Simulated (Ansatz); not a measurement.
A CCSD(T) single point on CH₆AlFSi (`F[CH]([AlH2])[SiH3]`).

```yaml
crystal:
  periodic: [false, false, false]
  atoms:
    - {symbol: F, position_ang: [-1.210467, 1.537280, -0.154652]}
    - {symbol: C, position_ang: [-0.055371, 0.727966, -0.227761]}
    - {symbol: Al, position_ang: [0.795679, 0.558152, 1.550125]}
    - {symbol: Si, position_ang: [-0.510920, -0.923768, -1.024786]}
    - {symbol: H, position_ang: [0.649947, 1.220828, -0.915037]}
    - {symbol: H, position_ang: [0.080410, 1.158490, 2.826876]}
    - {symbol: H, position_ang: [2.182234, -0.209267, 1.625512]}
    - {symbol: H, position_ang: [-1.384552, -1.713183, -0.114506]}
    - {symbol: H, position_ang: [-1.216600, -0.729222, -2.317734]}
    - {symbol: H, position_ang: [0.752743, -1.678478, -1.245037]}
basis:
  gaussian: {orbitals: def2-TZVPP}
correlation: {method: ccsd_t}
output: {orbitals: {seedname: orbitals}}
```

```sh
$ ansatz run in.yaml --threads 2 --pin off --events-out ev --progress --plain --max-ram 4352MiB
```

Output of Ansatz, abridged:

```
Functional definition: HF
1348 factors; integrals over basis functions are off by at most 1.4e-3 eV
mean field evaluation 1: about -18275.1039 eV, gradient 2.6e1 eV
mean field evaluation 2: about -18275.2979 eV, gradient 2.6e1 eV
mean field evaluation 4: about -18277.5090 eV, gradient 3.9e0 eV
mean field evaluation 8: about -18277.5598 eV, gradient 2.3e-1 eV
mean field -18277.56007334 eV, -671.6879437199 hartree, gradient 2.4e-6 eV, S^2 0.000000; 0 other end points of the search recorded, 0 dependent functions left out
12 core orbitals not correlated: weight in the atoms' cores, before any rotation towards them, 1.000 or more for the frozen orbitals, at most 0.000 for the correlated occupied ones
reference -18277.56007334 eV, -671.6879437199 hartree; 12, 12 occupied and 206, 206 virtual orbitals, 1348 factors
second order -17.09574181 eV of doubles, -0.00000000 eV of singles
cycle   1  -17.79708089 eV  change   -7.0e-1 eV  update   9.8e-2
cycle   2  -18.30311027 eV  change   -5.1e-1 eV  update   3.1e-2
cycle   3  -18.41714215 eV  change   -1.1e-1 eV  update   1.6e-2
cycle   4  -18.40761375 eV  change    9.5e-3 eV  update   3.6e-3
cycle   5  -18.40608965 eV  change    1.5e-3 eV  update   1.6e-3
cycle   6  -18.40659884 eV  change   -5.1e-4 eV  update   4.7e-4
cycle   7  -18.40637942 eV  change    2.2e-4 eV  update   1.9e-4
cycle   8  -18.40629039 eV  change    8.9e-5 eV  update   6.7e-5
cycle   9  -18.40631157 eV  change   -2.1e-5 eV  update   3.2e-5
cycle  10  -18.40632081 eV  change   -9.2e-6 eV  update   1.3e-5
perturbative correction -0.60149733 eV, -0.0221046191 hartree
Total energy: -18296.56789148 eV, -672.3864681526 hartree
```

It took 120 s on 2 threads of an Arm Neoverse V1 on a shared host, with 3.8 GiB of host memory at the peak.

MP2 recovers 89.9 % of the CCSD(T) correlation energy and the triples give 3.2 %; T1 = 0.0121.
